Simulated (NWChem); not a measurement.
# C2H4O2Si; SMILES C=C1O[SiH2]O1

```xyz
9

C      0.0000     0.0000    -2.1851
C      0.0000     0.0000    -0.8461
O      0.0000     1.1049     0.0045
Si     0.0000     0.0000     1.3225
O      0.0000    -1.1049     0.0045
H      0.0000    -0.9534    -2.7261
H      0.0000     0.9534    -2.7261
H     -1.2402     0.0000     2.1595
H      1.2402     0.0000     2.1595
```
Atoms are numbered in this order, from 1.

All runs: NWChem. Pople sets run with spherical d functions. Geometry: optimised at PBE-D3(BJ)/def2-SVP. B3LYP is NWChem's, with the RPA form of VWN correlation. Atomic charges in e: unrestrained fits to the electrostatic potential beside Mulliken populations; buried atoms are poorly determined by the fit.

For level Hartree-Fock/6-31G*:

| Property | Value |
|---|---|
| Mulliken C1 | -0.56 |
| Mulliken C2 | 0.85 |
| Mulliken O3 | -0.80 |
| ESP Si4 | 1.08 |
| Mulliken Si4 | 1.18 |
| Mulliken O5 | -0.80 |

Question: How do the values read with level B3LYP/def2-SVP instead?

Answer: The Mulliken C1 comes out as -0.13 and the Mulliken C2 comes out as 0.34. The Mulliken O3 is -0.42 and the ESP Si4 is 0.96. The Mulliken Si4 comes out as 0.75 and the Mulliken O5 is -0.42.
